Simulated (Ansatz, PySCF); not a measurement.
Species: B₂N, charge 0, multiplicity 2. It need not be the lowest isomer of its formula. 
Structure (B3LYP-D3(BJ)/def2-TZVP (Ansatz, an electronic-structure program) minimum search):
SMILES: [B][N][B]
```xyz
3

B      0.0000     0.0000    -1.3108
N      0.0000     0.0000     0.0000
B      0.0000     0.0000     1.3108
```
Charge 0, spin multiplicity 2.

Total electronic energies in hartree. Valence correlation only, unless marked. Open shells are spin-unrestricted. Spin-orbit coupling is left out. No relativistic terms.  The program attaches cautions to a run behind MP2/STO-3G: large difference.

The Hartree-Fock reference is unstable (checked in the largest basis), which strains HF and MP2. The T1 diagnostic of CCSD in the largest basis is 0.058, which is high, so the coupled-cluster rows are less sure than usual.

```tsv
level	program	energy (Eh)
RI-HF/aug-cc-pVQZ	Ansatz	-103.74406
RI-HF/cc-pVQZ	Ansatz	-103.74384
TPSS-D4/def2-TZVPD	PySCF + dftd4	[?]
PBE0/def2-QZVPP	Ansatz	[?]
r2SCAN0-D4/def2-TZVPD	Ansatz + dftd4	-104.26470
M06-2X/def2-TZVPD	PySCF	[?]
MP2/STO-3G	Ansatz	-102.43003
RI-MP2/aug-cc-pVQZ	Ansatz	-104.08733
```

**Question.** Fill in the missing entries.

**Answer.** 
- TPSS-D4/def2-TZVPD, energy (Eh): -104.37682
- PBE0/def2-QZVPP, energy (Eh): -104.21089
- M06-2X/def2-TZVPD, energy (Eh): -104.30617
